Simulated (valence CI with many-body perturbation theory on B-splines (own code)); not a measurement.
## Which ion has this spectrum?

A relativistic CI+MBPT calculation for an atom or ion with 50 electrons gives these levels (eV):

```csv
J,Parity,E,g
0,even,0.000,
1,even,2.929,1.50
2,even,3.737,1.25
2,even,7.321,1.24
3,even,8.921,0.86
3,even,9.482,1.13
2,even,9.622,0.79
4,even,9.717,1.12
0,even,10.017,
3,even,12.443,0.94
4,even,12.824,1.16
5,even,13.322,1.20
3,even,13.393,1.23
2,even,13.427,1.03
```

The energies are calculated, with errors of perhaps 200 cm⁻¹, more in some levels.

Question: Which is it?
A. Cs5+
B. Ba6+
C. Pr9+
D. Ce8+

Answer: D. Ce8+, ground level (5s^2 5p1/2^2) J=0.
